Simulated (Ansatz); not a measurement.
`[TeH]B1N[SiH2]1` + PH₃ → `P[TeH]` + `B1N[SiH2]1` at 298.15 K and 1 bar (ligand exchange at a Te–B bond).

Gas-phase electronic energies from Ansatz, PBE0-D4/def2-TZVP geometries. CCSD(T)/CBS adds triple-zeta CCSD(T) − MP2 to the extrapolated MP2 energy (def2 sets, frozen cores). This one scheme is used for every species. def2 core potentials past Kr. For Te outer-core shells are correlated without core-valence functions, which leaves a few kJ/mol of doubt a bond.

```
          species  CCSD(T)/CBS energy (Eh)  H − E (kJ/mol)  S (J/(mol·K))
`[TeH]B1N[SiH2]1`               -638.72259           133.0          332.5
              PH₃               -342.72256            73.1          210.2
         `P[TeH]`               -610.46278            77.5          290.3
     `B1N[SiH2]1`               -370.97252           130.3          266.7
```

H − E and S are ideal-gas, rigid-rotor, harmonic terms from PBE0-D4/def2-TZVP. 1 Eh = 2625.50 kJ/mol, R = 8.31446 J/(mol·K).

Question: By hand: ΔE, ΔH, ΔS and ΔG.

Answer: ΔE = (-610.46278) + (-370.97252) − (-638.72259) − (-342.72256) = 0.00985 Eh = 25.9 kJ/mol. Δ(H − E) = 77.5 + 130.3 − 133.0 − 73.1 = 1.7, so ΔH = 27.6 kJ/mol. ΔS = 290.3 + 266.7 − 332.5 − 210.2 = 14.3 J/(mol·K). ΔG = 27.6 − 298.15 × (14.3)/1000 = 23.3 kJ/mol.

Question: By hand: the equilibrium constant, and the temperature at which ΔG would vanish if ΔH and ΔS stayed fixed.

Answer: log₁₀ K = −ΔG/(RT ln 10) = -4.1. ΔG = 0 at ΔH/ΔS = 1930 K, though so small a ΔS makes that figure unsure.

The number of gas molecules stays the same, so ΔS is small and ΔH decides. A doubt of 5 kJ/mol in ΔE shifts log₁₀ K by 0.9 here. These are equilibria of isolated gas molecules and say nothing of rates. Largest T1 diagnostic: 0.014 (customary marks: 0.02 for closed shells, 0.045 for open ones).
